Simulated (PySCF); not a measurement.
Compound: C2H4N2Si.
Atom-mapped SMILES: `[CH2:1]=[N:2][SiH2:3][C:4]#[N:5]` (hydrogens: H6, H7 on C1; H8, H9 on Si3)

Torsions of this conformer, `[CH2:1]=[N:2][SiH2:3][C:4]#[N:5]`: C1–N2–Si3–C4 118°.

The closed-shell ground state was solved at several levels (PySCF, density fitting, gas phase, non-relativistic). The structure is a single PBE0-D3(BJ)/def2-SVP conformer in the gas phase; no vibrational or solvent corrections.

| level | basis functions | total energy (Eh) | HOMO (eV) | LUMO (eV) | gap (eV) | dipole (D) |
| --- | --- | --- | --- | --- | --- | --- |
| PBE0/pcSseg-0 | 57 | -476.4529 | -7.54 | -1.47 | 6.07 | 4.79 |
| PBE0/def2-SVP | 94 | -477.0058 | -7.70 | -1.51 | 6.19 | 4.38 |
| B3LYP/6-31G* | 82 | -477.5863 | -7.38 | -1.51 | 5.87 | 4.37 |
| CAM-B3LYP/def2-SVPD | 136 | -477.2797 | -9.26 | -0.49 | 8.77 | 4.70 |
| PBE0/6-31G* | 82 | -477.2175 | -7.65 | -1.33 | 6.32 | 4.43 |
| PBE0/cc-pVDZ | 94 | -477.2459 | -7.64 | -1.40 | 6.24 | 4.32 |
| PBE0/IGLO-III | 224 | -477.3267 | -7.87 | -1.73 | 6.14 | 4.61 |
| PBE0/aug-cc-pVDZ | 155 | -477.2597 | -7.83 | -1.70 | 6.13 | 4.61 |
| PBE0/6-311+G(2d,p) | 167 | -477.3056 | -7.88 | -1.75 | 6.13 | 4.65 |

(1) Estimate the row for PBE0/cc-pVTZ, a basis of 210 functions; the other rows only guide the guess.

(2) Over all these levels, which gives the widest orbital gap and which the narrowest?

(3) How much does the basis alone move the frontier levels among the 8 PBE0 rows (the withheld one included)?

(4) How far do the dipole and the HOMO energy spread over the levels?

Results:

(1) Total energy -477.3177 Eh, HOMO -7.80 eV, LUMO -1.61 eV, gap 6.19 eV, dipole 4.51 D.

(2) CAM-B3LYP/def2-SVPD (range-separated hybrid) has the widest, 8.77 eV, and B3LYP/6-31G* (global hybrid, 20 % exact exchange) the narrowest, 5.87 eV. Functional and basis both differ between the two, so the spread mixes both effects.

(3) The HOMO by 0.34 eV and the LUMO by 0.42 eV. By rising basis size (HOMO, LUMO in eV): pcSseg-0 -7.54, -1.47; 6-31G* -7.65, -1.33; def2-SVP -7.70, -1.51; cc-pVDZ -7.64, -1.40; aug-cc-pVDZ -7.83, -1.70; 6-311+G(2d,p) -7.88, -1.75; cc-pVTZ -7.80, -1.61; IGLO-III -7.87, -1.73.

(4) The dipole runs from 4.32 to 4.79 D (mean 4.54 D) and the HOMO from -9.26 to -7.38 eV.
